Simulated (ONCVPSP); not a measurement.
**Ge: one change to an ONCV potential, before and after**

| Item | Value |
| --- | --- |
| Element | germanium (Ge) |
| Generator | ONCVPSP 4.0.1 |
| Type | optimised norm-conserving Vanderbilt (ONCV) |
| Functional | PBE |
| Relativity | scalar-relativistic |
| Frozen core | [Ar] 3d10 |
| Valence charge | 4 |
| Reference configuration | 4s1 4p3 |
| Partial waves | 4s: rc 1.75 bohr, ncon 4, nbas 9, qcut 4.4 1/bohr, 2 projectors, debl 1.9 Ha; 4p: rc 2.30 bohr, ncon 5, nbas 8, qcut 3.6 1/bohr, 2 projectors, debl 1.6 Ha; d scattering state at 0.12 Ha: rc 1.85 bohr, ncon 4, nbas 7, qcut 6.1 1/bohr, 1 projector |
| Local potential | polynomial inside 1.25 bohr (lpopt 2, dvloc0 0 Ha) |
| Core correction | polynomial model core, fcfact 0.55 |

Change: p: qcut 4.6.

Cutoffs: the cutoffs (Ha) at which the residual kinetic energy of the hardest occupied pseudo-wave falls to 1 and 0.1 mHa per electron; they do not see the model core or the augmentation charge, which bear on the density cutoff. Errors are all-electron minus pseudo energies relative to the spin-unpolarised reference configuration.

What does the change do?

The potential gets softer (8.5 Ha and 26 Ha → 8.5 Ha and 18 Ha); of the 4 tests that both files solve, the error grows in 2 and shrinks in 0 by more than 15 % and 0.3 meV (median size 6.6 → 7.5 meV); neither file shows a bound ghost.

```tsv
quantity	base	changed
cutoff, loose	8.5 Ha	8.5 Ha
cutoff, tight	26 Ha	18 Ha
loose cutoff by channel	s 8.5 Ha, p 5.4 Ha	s 8.5 Ha, p 6.7 Ha
bound ghosts	none	none
GHOST(+) flags under 300 eV	s at 126.0 eV	s at 126.0 eV
error for 4s2 4p2, meV [ΔE -7.97 eV]	-7.3	-9.4
error for 4s2 4p1, meV [ΔE -0.53 eV]	-2.5	-5.0
error for 4s2 4p0, meV [ΔE 14.91 eV]	-20	-21
error for 4s1 4p2, meV [ΔE 8.19 eV]	-5.9	-5.7
s: phases at 1.78 bohr within 0.05 rad from the reference energy up to (Ha; the scan ends near 5)	3.9	3.9
p: phases at 2.34 bohr within 0.05 rad from the reference energy up to (Ha; the scan ends near 5)	2.7	2.7
d: phases at 1.87 bohr within 0.05 rad from the reference energy up to (Ha; the scan ends near 5)	0.4	0.4
rms error of d²Exc/dni dnj with the model core, mHa	0.57	0.59
```
